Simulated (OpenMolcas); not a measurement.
Mn4+: moving or changing the point charges

Mn4+ among 4 point charges of -1 e arranged as a square (D4h), 1.86 Å from the ion.
```
   1.8600    0.0000    0.0000  -1.00
   0.0000    1.8600    0.0000  -1.00
  -1.8600    0.0000    0.0000  -1.00
   0.0000   -1.8600    0.0000  -1.00
```

| Quantity | Value |
| --- | --- |
| Program | OpenMolcas 26.06 |
| Method | SS-CASPT2, IPEA 0.25 Eh, imaginary shift 0.1 Eh (closed shells correlated: 3s 3p) |
| Basis | ANO-RCC-VDZP [5s4p2d1f] |
| Scalar Hamiltonian | DKH2, point nucleus |
| Active space | 3 electrons in 5 orbitals (3d) |
| State averaging | 2S+1 = 4 even, 10 roots; 2S+1 = 2 even, 40 roots |
| Spin-orbit coupling | state interaction with AMFI integrals over the reference wave functions |

Runs around this geometry, states (labels of D4, the rotations of D4h). Energies in cm-1 above the lowest state or level, χT in cm3 K/mol.

```
R (Å)  q (e)  Ground state  First state of that spin  First gap with spin-orbit (degeneracies)  χT at 300 K  First state of another spin
 1.86   -0.8            4E                   4B1 880                                380 (2, 2)        0.709                    2A1 18580
 1.71     -1            4E                   4B1 820                                360 (2, 2)        0.732                    2A1 18300
 1.86     -1            4E                   4B1 980                                380 (2, 2)        0.719                    2A1 18510
 1.97     -1            4E                  4B1 1070                                390 (2, 2)        0.711                    2A1 18650
```

Scaling the charges by -0.8 / -1 = 0.80 scales the first state of the same spin by 880 / 980 = 0.90; with fixed orbitals a first-order splitting would follow the charge.

An orbital doublet at a regular site is open to a Jahn-Teller distortion, which this geometry leaves out. The ground term spreads over less than 5000 cm-1, several times less than with real ligands, so orbital moments are less quenched and χT lies further from the spin-only value than at real sites. Free-ion shares, where given, are those of the reference states; single-state CASPT2 does not remix them. Point charges carry no covalency, so the field is a model and not that of real ligands. No measured value stands beside these numbers.
